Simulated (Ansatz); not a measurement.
`C[Si](O)(O)[SiH3]` + `C=C(F)S` → `C=C(F)S[SiH3]` + `C[SiH](O)O`  (cleavage of the Si–Si bond)

Calculated with Ansatz (gas phase, PBE0-D4/def2-TZVP geometries, no zero-point term in ΔE). CCSD(T)/CBS is the MP2 limit (def2-TZVPP, def2-QZVPP) plus CCSD(T) − MP2 in def2-TZVPP, frozen cores. DFT in def2-TZVPP. B3LYP here is the variant with VWN-RPA as its local correlation; programs differ in this. Each species was taken in one conformer, which may not be the lowest.

(1) Is it downhill or uphill in electronic energy at CCSD(T)/CBS, and by how much? (Best estimate.)

(2) What do these levels give: PBE-D4, B3LYP-D4, HF/def2-TZVPP, CCSD/def2-TZVPP, CCSD(T)/def2-TZVPP, MP2/CBS(def2)? (Best estimate.)

Largest T1 diagnostic among the species: 0.013.

## Answers

(1) Computed: Downhill: ΔE = -76.5 kJ/mol.

(2) Ansatz gave: PBE-D4 -63.0, B3LYP-D4 -71.5, HF/def2-TZVPP -82.9, CCSD/def2-TZVPP -74.9, CCSD(T)/def2-TZVPP -74.8, MP2/CBS(def2) -86.7 kJ/mol.

From PBE to PBE0 (25 % exact exchange), in def2-TZVPP and without D4, ΔE moves by −4.3 kJ/mol.
